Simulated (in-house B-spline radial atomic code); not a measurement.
## RPA and G0W0 on CAM-B3LYP: Ga⁸⁺

Configuration [Ar] 3d5, highest spin, mean-field start CAM-B3LYP. Computed with a B-spline radial code for spherical atoms: all electrons, non-relativistic, point nucleus, each spin shell either full or empty, empty states to l = 9 with an (l + 1/2)⁻⁴ tail; G0W0 by contour deformation at full frequency.

Command:
```bash
python run_gw.py task.json out
```
Settings (radii: box in bohr, nucleus in fm):
```
Z                        31
electrons                23
configuration            [Ar] 3d5
hamiltonian              nr
method                   camb3lyp
lmax                     9
spin_polarised           True
box_radius               7.7
intervals                49
```

Run time, properties included: 2.1 s on 1 thread of Arm Neoverse V1, on a shared host.

Energies (hartree):

| term | value |
| --- | --- |
| mean-field total | -1901.62770 |
| Hartree-Fock functional on these orbitals | -1900.51567 |
| direct second order | -1.7236 |
| second-order exchange | 0.56147 |
| SOSEX correction | 0.5288 |

Problem. What is the RPA correlation energy, and what remains with SOSEX?

Solution. RPA gives -1.5674 hartree (-1.85 eV per electron); RPA + SOSEX gives -1.0386, and the second-order doubles -1.1621 hartree (no singles). SOSEX takes back 34 % of the RPA value.

Quasi-particle levels (eV):

| level | occupied | mean field | Σx - vxc | Σc | QP weight | G0W0 |
| --- | --- | --- | --- | --- | --- | --- |
| 3d up | yes | -201.54 | -12.87 | ? | ? | ? |
| 3p down | yes | -272.31 | -10.38 | -0.03 | 0.972 | -282.72 |
| 3s down | yes | -320.70 | -18.43 | 7.49 | 0.878 | -331.64 |
| 3d down | no | -180.77 | 14.87 | -5.44 | 0.976 | -171.34 |

G0W0 = mean field + (Σx - vxc) + Σc, with Σc (partial-wave tail included) taken at the quasi-particle energy. Only the outer levels were computed. Levels of low weight are left out.

Problem. Where does G0W0 put 3d up?

Solution. At -212.88 eV, with Σc = 1.53 eV and a quasi-particle weight of 0.974. The tabulated removal energy is 211 ± 2.2 eV (NIST, tabulated theory); the calculation leaves out relativity, Breit and QED terms, and what these don't explain is the method's own error.
